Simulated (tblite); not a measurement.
C2H12OSSi4.
Geometry (GFN2-xTB, Å), atoms numbered from 1 in this order:
```
atom  x, y, z in Å
C1     3.4674    0.3724   -0.9628
O2     2.1467    0.2069   -0.5551
Si3    1.4396   -1.1849   -0.0879
Si4   -0.5607   -0.0964    0.2712
Si5   -0.4174    1.9281    1.4731
Si6   -2.2578   -0.1929   -1.3718
C7    -3.1948   -1.1994   -0.0366
S8    -1.9692   -1.4587    1.3025
H9     3.6770   -0.2341   -1.8464
H10    4.1559    0.0778   -0.1680
H11    3.6238    1.4240   -1.2034
H12    2.1822   -1.7850    1.0332
H13    1.5511   -2.1951   -1.1570
H14    0.1998    1.7812    2.7960
H15    0.4177    2.8591    0.7087
H16   -1.7092    2.5916    1.6897
H17   -3.0554    0.9813   -1.7507
H18   -2.1180   -1.0097   -2.5854
H19   -3.5389   -2.1795   -0.3575
H20   -4.0451   -0.6760    0.3956
```

Calculated harmonic vibrations of the isolated species, GFN2-xTB (tblite), most abundant isotopes, no scaling. Errors from tens to a few hundred cm⁻¹ against measured bands are possible. Modes of hydrogen on silicon can be 10 to 20 % off. One conformer, not necessarily the lowest.

Harmonic wavenumbers (cm⁻¹): 32.6, 47.4, 53.3, 55.7, 71.0, 85.1, 102.5, 111.3, 132.2, 153.0, 231.4, 289.9, 317.2, 342.7, 378.8, 391.2, 406.7, 441.5, 471.9, 506.8, 530.2, 590.8, 593.2, 688.0, 713.4, 719.1, 747.1, 754.4, 759.6, 793.7, 799.1, 811.7, 854.0, 1039.0, 1127.6, 1135.8, 1151.5, 1156.4, 1419.6, 1459.9, 1488.0, 1492.9, 2111.4, 2166.7, 2183.1, 2193.6, 2211.0, 2219.7, 2232.4, 2956.4, 2969.0, 2982.4, 2996.2, 3001.2.

A = 1131, B = 537.4, C = 480.6 MHz; mass 195.969 u (most abundant isotopes); point group C1, symmetry number 1.

Question: What is the zero-point energy?

Answer: Half the sum of the wavenumbers: 27835 cm⁻¹ = 332.98 kJ/mol.

Question: What is S at 273.15 K and 1 bar for an ideal gas of classical rigid rotors and harmonic oscillators?

Answer: Translation 172.86, rotation 130.19, vibration 214.78: S = 517.8 J/(mol K).

Question: And Cp and H(273.15 K) − H(0)?

Answer: Cp = 217.36 J/(mol K), of which vibrations give 184.10 (their classical limit is 54 R = 449.0); H(273.15 K) − H(0) = 37.56 kJ/mol without the zero-point energy, 28.48 from vibrations.

Question: Blend soft modes into free rotors: weight 1/[1 + (100 cm⁻¹/ν̃)⁴] for the oscillator and the rest for a rotor with moment μB/(μ + B), μ = h/(8π²ν), B = 10⁻⁴⁴ kg m². What vibrational entropy results?

Answer: 188.16 J/(mol K) in place of 214.78, which changes −T·S at 273.15 K by +7.27 kJ/mol.

Question: Which modes carry the vibrational entropy at 273.15 K?

Answer: 32.6 cm⁻¹: 22.97; 47.4 cm⁻¹: 19.87; 53.3 cm⁻¹: 18.90; 55.7 cm⁻¹: 18.54; 71.0 cm⁻¹: 16.54; 85.1 cm⁻¹: 15.06 J/(mol K); the other 48 give 102.89 together.

Question: What must be added to the electronic energy to get the Gibbs energy at 273.15 K and 1 bar?

Answer: ZPE + [H(273.15 K) − H(0)] − T·S = 332.98 + 37.56 − 141.44 = 229.10 kJ/mol.

Question: How do the functions run with temperature in this model?

Answer: 
```json
{"T (K)": "150", "S (J/(mol K))": "409.1", "Cp (J/(mol K))": "149.8", "H − H(0) (kJ/mol)": "14.80", "G − H(0) (kJ/mol)": "-46.56", "ln q(vib)": "7.28"}
{"T (K)": "250", "S (J/(mol K))": "499.1", "Cp (J/(mol K))": "205.9", "H − H(0) (kJ/mol)": "32.66", "G − H(0) (kJ/mol)": "-92.11", "ln q(vib)": "12.22"}
{"T (K)": "298.15", "S (J/(mol K))": "537.4", "Cp (J/(mol K))": "229.0", "H − H(0) (kJ/mol)": "43.14", "G − H(0) (kJ/mol)": "-117.07", "ln q(vib)": "14.43"}
{"T (K)": "400", "S (J/(mol K))": "610.5", "Cp (J/(mol K))": "269.2", "H − H(0) (kJ/mol)": "68.60", "G − H(0) (kJ/mol)": "-175.61", "ln q(vib)": "18.83"}
{"T (K)": "600", "S (J/(mol K))": "731.0", "Cp (J/(mol K))": "324.9", "H − H(0) (kJ/mol)": "128.41", "G − H(0) (kJ/mol)": "-310.21", "ln q(vib)": "26.59"}
{"T (K)": "900", "S (J/(mol K))": "873.7", "Cp (J/(mol K))": "378.2", "H − H(0) (kJ/mol)": "234.54", "G − H(0) (kJ/mol)": "-551.82", "ln q(vib)": "36.53"}
```

q(vib) and H(0) count from the zero-point level.

Hindered rotation and anharmonicity are outside this model. Other conformers, if any are populated, would add a mixing term that is left out. The structure is chiral; the term R ln 2 for an equal mix with its mirror image is left out.

Hardware: one thread of an Arm Neoverse V1, no GPU, shared host with 32 logical CPUs at a one-minute load of 15. Cost: 1.5 s. The figure is for the frequency step alone.
